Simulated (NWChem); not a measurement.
System: heptafluoropropane (C3HF7); SMILES FC(C(F)(F)F)C(F)(F)F

```xyz
11

F     -1.8105    -0.0946     0.0000
C     -0.5222    -0.5147     0.0000
C      0.1409    -0.0262    -1.2887
F     -0.5315    -0.5032    -2.3305
F      1.3933    -0.4672    -1.3582
F      0.1503     1.2965    -1.3693
C      0.1409    -0.0262     1.2887
F      0.1503     1.2965     1.3693
F     -0.5315    -0.5032     2.3305
F      1.3933    -0.4672     1.3582
H     -0.4804    -1.6166     0.0000
```
Atoms are numbered in this order, from 1.

Computed with NWChem. Pople sets run with spherical d functions. Coordinates come from a PBE0/def2-SVP optimisation.

**Question.** Taking PBE0/6-311++G** as the yardstick, which of these has the fewest basis functions while keeping “highest occupied level (eV)” within 0.2 eV of it: PBE0/3-21G; PBE0/6-31+G*; PBE0/6-311G**; PBE0/STO-3G; PBE0/6-31G*?

**Answer.** PBE0/6-31+G* (a larger set in the list lies outside the tolerance).
```
level            basis functions  highest occupied level (eV)
---------------  ---------------  ---------------------------
PBE0/STO-3G                   51                        -5.13
PBE0/3-21G                    92                       -10.19
PBE0/6-31G*                  142                       -10.34
PBE0/6-31+G*                 182                       -11.02
PBE0/6-311G**                186                       -10.76
PBE0/6-311++G**              227                       -11.10
```

The yardstick is one finite set, not the basis-set limit.
